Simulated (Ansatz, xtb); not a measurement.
# Two isomers of C4H6BNS

Structure X is `Bc1ccc(N)s1`, a singlet and structure Y is `Bc1sccc1N`, a singlet. Both are isolated molecules in the gas phase, relaxed with B3LYP/def2-SVP; the shapes shown needn't be the lowest conformers.

X (Å):

```yaml
atoms:
  - { symbol: C, position_ang: [-2.0877, -1.4090, -1.1070] }
  - { symbol: C, position_ang: [-1.3857, -1.9133, -0.0097] }
  - { symbol: C, position_ang: [-0.9376, -0.9571, 0.9169] }
  - { symbol: C, position_ang: [-1.2916, 0.3439, 0.5473] }
  - { symbol: B, position_ang: [-2.7014, -2.1435, -2.2694] }
  - { symbol: N, position_ang: [-0.9781, 1.4998, 1.2045] }
  - { symbol: S, position_ang: [-2.1740, 0.3554, -0.9467] }
  - { symbol: H, position_ang: [-3.2845, -1.5599, -3.1524] }
  - { symbol: H, position_ang: [-2.6047, -3.3481, -2.3122] }
  - { symbol: H, position_ang: [-1.2098, -2.9857, 0.1007] }
  - { symbol: H, position_ang: [-0.3752, -1.1831, 1.8245] }
  - { symbol: H, position_ang: [-1.4765, 2.3499, 0.9735] }
  - { symbol: H, position_ang: [-0.6628, 1.4281, 2.1642] }
```

Y (Å):

```xyz
13

C    -2.1202   -1.2504   -0.6968
C    -0.3757   -2.1839    0.8524
C    -0.4272   -0.8115    0.9149
C    -1.4129   -0.2633    0.0340
B    -3.2380   -1.0787   -1.6809
N    -1.6146    1.0782   -0.1023
S    -1.4985   -2.8466   -0.2581
H    -3.6536    0.0328   -1.9365
H    -3.7507   -2.0230   -2.2314
H     0.2913   -2.8316    1.4224
H     0.2168   -0.2085    1.5576
H    -1.2623    1.7081    0.6050
H    -2.4139    1.3917   -0.6386
```

Energies in hartree; the thermal terms are from GFN2-xTB frequencies at re-optimised GFN2-xTB minima (ideal gas, soft modes damped towards free rotors, one conformer each, 298.15 K, 1 atm) and include the zero-point energy:

```
                              X           Y
E, CCSD(T)/def2-SVP  −632.297659  −632.302309
    E, MP2/def2-SVP  −632.208583  −632.212762
  E, MP2/def2-TZVPP  −632.822168  −632.826642
  zero-point energy     0.091601     0.091848
       H(298 K) − E     0.099886     0.099969
       G(298 K) − E     0.060627     0.061046
```

Q: Correct the CCSD(T) difference for the basis set by the MP2 change, then work out ΔE, ΔE₀, ΔH and ΔG for X → Y in kcal/mol (1 Eh = 627.51 kcal/mol) and the equilibrium ratio [Y]/[X].

A: 1. Differences Y − X: CCSD(T) −0.004650, MP2 in the small set −0.004179, MP2 in the large set −0.004474 Eh.
2. ΔE = −0.004650 + (−0.004474 − (−0.004179)) = −0.004945 Eh = −3.10 kcal/mol.
3. ΔE₀ = ΔE + ΔZPE = −0.004945 + (+0.000247) Eh = −2.95 kcal/mol.
4. ΔH = ΔE + (+0.000083) Eh = −3.05 kcal/mol.
5. ΔG = ΔE + (+0.000419) Eh = −2.84 kcal/mol, so ΔS = (ΔH − ΔG)/T = −3.0 J/(mol K).
6. kT = 0.9442 mEh, so K = [Y]/[X] = exp(−ΔG/kT) = exp(+4.79) ≈ 120.

Structure Y is favoured at this temperature. An error of 1 kcal/mol in ΔG would change K by a factor of 5.4. Mirror images and further conformers aren't counted.

As drawn, both hold the same kinds of bond in the same numbers.

Other levels gave ΔE = −1.6 (GFN2-xTB); −1.3 (HF/STO-3G, GFN2-xTB geometries); −2.3 (r2SCAN-D4/def2-SVP, GFN2-xTB geometries); −2.2 (B3LYP/def2-SVP); −1.9 (HF/def2-SVP); −2.6 (MP2/def2-SVP); −2.9 (CCSD(T)/def2-SVP) kcal/mol. The correlated steps freeze 11 core orbitals. Programs: Ansatz 0.2.0, xtb 6.7.1.
